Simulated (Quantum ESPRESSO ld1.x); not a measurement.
Question: Species: In4+. Configuration: [Kr] 4d9 (the NIST ground configuration). All-electron calculation, scalar-relativistic Kohn-Sham, LDA (Slater exchange, Perdew-Wang correlation), spin-polarised, spherical densities, point nucleus; open shells are filled with parallel spins first. Program: ld1.x of Quantum ESPRESSO 7.5. Some entries of the table are withheld. Estimate them.

orbital  occ.  eigenvalue (hartree)  r(max) (bohr)  <1/r> (bohr^-1)
1s up       1            -1020.5622        0.01924            51.81
1s down     1            -1020.5619        0.01924            51.81
2s up       1             -154.3946         0.1087            11.81
2s down     1             -154.3856         0.1087            11.81
2p up       3             -138.8499        0.08694            11.37
2p down     3             -138.8428        0.08693            11.38
3s up       1              -30.7472         0.3159            4.175
3s down     1              -30.7410         0.3159            4.175
3p up       3              -25.6568         0.3090            3.979
3p down     3              -25.6500         0.3090            3.979
3d up       5              -17.7310         0.2579            3.753
3d down     5              -17.7222         0.2579            3.753
4s up       1               -6.1801         0.7678            1.646
4s down     1               -6.1496         0.7675            1.646
4p up       3               -4.6468         0.8128            1.494
4p down     3               -4.6161         0.8125            1.495
4d up       5               -2.4148         0.9177            1.196
4d down     4               -2.3858         0.9179            1.194
5s up       0               -1.6812          1.882              (1)
5s down     0               -1.6683          1.888              (2)
5p up       0               -1.3173          2.135           0.5531
5p down     0               -1.3077          2.144           0.5498
5d up       0               -0.8289          2.841           0.4199
5d down     0               -0.8241          2.859           0.4174
4f up       0               -0.6580            (3)              (4)
4f down     0               -0.6494            (5)              (6)

Answer: 
(1) 5s up <1/r> (bohr^-1): 0.6345
(2) 5s down <1/r> (bohr^-1): 0.6312
(3) 4f up r(max) (bohr): 2.371
(4) 4f up <1/r> (bohr^-1): 0.4540
(5) 4f down r(max) (bohr): 2.438
(6) 4f down <1/r> (bohr^-1): 0.4427
